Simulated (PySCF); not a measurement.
A mixed set of molecules. Theory: PySCF 2.14.0, density-fitted response routines, TDDFT B3LYP/def2-SVPD, vertical, gas phase, core orbitals frozen in the response. Geometries: GFN2-xTB; one conformer of each isolated species. Triplets are in the Tamm–Dancoff approximation. Ions are computed without counter-ions or solvent.

Question: Rank by computed lowest singlet excitation energy, lowest first.
A. `C[PH2+]CCC#N`
B. `C#C/C([SiH3])=C/[SiH2]P`
C. `C#C[SiH2][Si@@H](P)C=C`
D. `C=C1[SiH2][Si@@H](P)C1=C`
E. `C#CC(=C)[SiH2][SiH2]P`
F. `C#C/C([SiH3])=C\[SiH2]P`
G. `OC/P=P\CP`

Answer: G (3.34 eV), D (4.11 eV), F (4.31 eV), B (4.58 eV), E (4.82 eV), C (5.19 eV), A (7.41 eV).

```csv
SMILES,S1 (eV),f (S1),gap (eV),HOMO (eV),first f ≥ 0.01 (nm),S1 mainly
OC/P=P\CP,3.34,0.003,4.21,-6.97,315,H-1→L (73%)
C=C1[SiH2][Si@@H](P)C1=C,4.11,0.023,4.68,-6.70,301,H-1→L (93%)
C#C/C([SiH3])=C\[SiH2]P,4.31,0.088,4.94,-6.84,287,H→L (71%)
C#C/C([SiH3])=C/[SiH2]P,4.58,0.182,5.04,-6.96,271,H→L (73%)
C#CC(=C)[SiH2][SiH2]P,4.82,0.046,5.43,-6.92,257,H→L (43%)
C#C[SiH2][Si@@H](P)C=C,5.19,0.056,5.92,-6.96,239,H→L (96%)
C[PH2+]CCC#N,7.41,0.000,8.66,-13.64,160,H→L (78%)
```

H and L stand for HOMO and LUMO.

- `OC/P=P\CP`: Löwdin shares by element: HOMO phosphorus 68% or more, carbon 15% (atoms not listed hold the other 17%); LUMO phosphorus 80% or more, carbon 12%.
- `C=C1[SiH2][Si@@H](P)C1=C`: Löwdin shares by element: HOMO carbon 84% (atoms not listed hold the other 16%); LUMO carbon 66% (atoms not listed hold the other 34%).
- `C#C/C([SiH3])=C\[SiH2]P`: Löwdin shares by element: HOMO phosphorus 40%, carbon 33% or more (atoms not listed hold the other 27%); LUMO carbon 72% (atoms not listed hold the other 28%).
- `C#C/C([SiH3])=C/[SiH2]P`: Löwdin shares by element: HOMO carbon 46% or more, phosphorus 22% (atoms not listed hold the other 32%); LUMO carbon 62% or more, silicon 9% or more (atoms not listed hold the other 29%).
- `C#CC(=C)[SiH2][SiH2]P`: Löwdin shares by element: HOMO phosphorus 33%, carbon 23% or more, silicon 10% or more (atoms not listed hold the other 35%); LUMO carbon 77% (atoms not listed hold the other 23%).
- `C#C[SiH2][Si@@H](P)C=C`: Löwdin shares by element: HOMO phosphorus 40%, silicon 26%, carbon 5% or more (atoms not listed hold the other 28%); LUMO carbon 51% or more, silicon 21% (atoms not listed hold the other 29%).
- `C[PH2+]CCC#N`: Löwdin shares by element: HOMO nitrogen 46%, carbon 44% or more, hydrogen 4% or more; LUMO phosphorus 30%, carbon 13% or more, hydrogen 11% or more, nitrogen 10% (atoms not listed hold the other 36%).
